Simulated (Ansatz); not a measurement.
Reactions of AlH₃O₂Se (`[OH][Al]([OH])[SeH]`).

Program: Ansatz. Geometries: PBE0-D4/def2-TZVP. ΔE: electronic, gas phase. CCSD(T)/CBS is the MP2 limit (def2-TZVPP, def2-QZVPP) plus CCSD(T) − MP2 in def2-TZVPP, frozen cores. This one scheme is used for every species. DFT in def2-TZVPP. No spin–orbit coupling; open shells (•) take unrestricted orbitals. For Se outer-core shells are correlated without core-valence functions, which leaves a few kJ/mol of doubt a bond. Scalar relativity is left out up to krypton. Each species was taken in one conformer, which may not be the lowest.

```csv
reaction,r2SCAN-D4 (kJ/mol)
`[OH][Al]([OH])[SeH]` → `[OH][Al][OH]`• + `[SeH]`•,359
`[OH][Al]([OH])[SeH]` + HCl → `[OH][Al]([OH])[Cl]` + H₂Se,-48
`[OH][Al]([OH])[SeH]` + H₂O → `[OH][Al]([OH])[OH]` + H₂Se,-21
`[OH][Al]([OH])[SeH]` + `BCl` → `ClB[SeH]` + `[OH][AlH][OH]`,33
`[OH][Al]([OH])[SeH]` + H₂ → `[OH][AlH][OH]` + H₂Se,100
`[OH][Al]([OH])[SeH]` + `OPO` → `OP(O)[SeH]` + `[OH][AlH][OH]`,78
```

Task: Give the CCSD(T)/CBS values in the same order. (Estimate.)

Result: Computed: 379, -45, -17, 36, 97, 88 kJ/mol.

Largest T1 diagnostic: 0.016, for `[OH][Al][OH]`•.
